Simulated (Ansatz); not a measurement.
Geometry optimisation, Ansatz, RKS PBE0-D4/6-31G*.

Input file:

```yaml
crystal:
  periodic: [false, false, false]
  atoms:
    - { symbol: B, position_ang: [0.0, 0.0, 0.0] }
    - { symbol: Cl, position_ang: [0.0, 0.0, 2.21] }
    - { symbol: H, position_ang: [1.0305, 0.0, -0.595] }
    - { symbol: Cl, position_ang: [-1.6108, 0.0, -0.93] }
    - { symbol: O, position_ang: [-0.219, -1.6079, 0.5392] }
    - { symbol: H, position_ang: [-0.6224, -2.1606, -0.2037] }
    - { symbol: H, position_ang: [-0.1624, -1.1927, 1.6085] }
basis:
  gaussian: { orbitals: "6-31G*" }
hamiltonian:
  xc: pbe0
  dispersion: d4
relax:
  f_tol: 0.15
  max_steps: 25
  restrain:
    - { distance: [0, 4], at: 1.41, k: 30.0 }
    - { distance: [6, 1], at: 1.37, k: 30.0 }
    - { distance: [0, 1], at: 3.06, k: 30.0 }
    - { distance: [6, 4], at: 2.21, k: 30.0 }
output:
  orbitals: {}
```

Command:

```bash
$ ansatz run input.yaml --threads 1 --pin off --max-ram 2048MiB --backend cpu --events-out ev --progress --plain --runs-dir out
```

Q: Where does it end, and by what steps?

A: It converged. The restraints hold the end off the free minimum. After 7 steps the energy has fallen by 2.975 eV (the restraints' own energy left out); B1 moved furthest, 0.62 Å.

```csv
step,energy less start (eV),largest force component (eV/Å),accepted
0,0.0000,4.791,yes
1,-0.9252,5.349,yes
2,-1.8037,4.466,yes
3,-2.5806,1.545,yes
4,-2.8139,1.640,yes
5,-2.9454,1.153,yes
6,-2.9634,1.105,yes
7,-2.9751,1.013,yes
```

```xyz
7
Properties=species:S:1:pos:R:3
B -0.078 -0.452 -0.410
Cl -0.143 0.112 2.608
H 0.911 0.201 -0.360
Cl -1.542 0.225 -1.126
O -0.044 -1.768 -0.004
H -0.886 -2.223 -0.151
H 0.197 -1.056 2.072
```

Run time: 27 s on 1 thread of Arm Neoverse V2 (shared host), peak memory 0.14 GiB.
